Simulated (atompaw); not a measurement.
Building the PAW (atompaw) potential for La (PBE, scalar-relativistic).

```json
{"Element": "La (Z = 57)", "Generator": "atompaw 4.2.0.5", "Type": "PAW", "Functional": "PBE", "Relativity": "scalar-relativistic", "Frozen core": "[Xe]", "Valence charge": "3", "Reference configuration": "4f0 5d1 6s1 6p1", "Partial waves": "6s (bound): rc 3.00 bohr; 6s channel at 0.15 Ry: rc 3.00 bohr; 6p (bound): rc 3.00 bohr; 6p channel at 1.55 Ry: rc 3.00 bohr; 5d (bound): rc 3.00 bohr; 5d channel at 0.5 Ry: rc 2.25 bohr; 4f (bound, empty): rc 1.30 bohr; 4f channel at 0.1 Ry: rc 1.30 bohr", "Local potential": "troulliermartins scheme with l = 4 at 0.5 Ry, radius 2.55 bohr", "Core correction": "smooth core density matched at 2.55 bohr", "Augmentation charge": "sinc compensation charge, radius 2.85 bohr; PAW radius 3.00 bohr; waves and projectors: custom polynom2 7 10 vanderbiltortho"}
```

All-electron outer shells of the reference configuration (PBE, scalar-relativistic, ld1.x):

```csv
shell,level (eV),outermost node (bohr),outermost maximum (bohr)
5s,-40.03,0.77,1.41
5p,-23.49,0.83,1.58
4f,-5.45,–,0.75
6s,-4.28,1.86,3.79
5d,-3.96,0.95,2.19
6p,-1.86,2.20,4.93
```

Question: Does the generator finish with these settings?

Answer: Yes, a potential is produced.

Question: Estimate the cutoffs (Ry, on a coarse ladder) from which the occupation-weighted sum of valence levels, in a spherical-Bessel basis at the reference potential, stays within 10 and 1 mRy of its value at 400 Ry.

Answer: 10 Ry and 25 Ry. The cutoffs count occupied waves only; the empty 4f level needs over 300 Ry at the loose tolerance.

Question: What does a ghost test show?

Answer: Ghost states, extra bound levels that the all-electron valence spectrum of the same l lacks: s at -49.8 eV, p at -23.0 eV. A true bound ghost makes a file unfit for plane-wave use.

Question: Is the overlap operator S = 1 + Σ q|β⟩⟨β| positive definite (Bessel basis up to 400 Ry)?

Answer: Yes: its lowest eigenvalue is 0.07 (d channel).

Question: Which valence shell sets the plane-wave cutoff?

Answer: 5d: its level needs 21 Ry to come within 1 mRy, against 10 Ry for 6p.
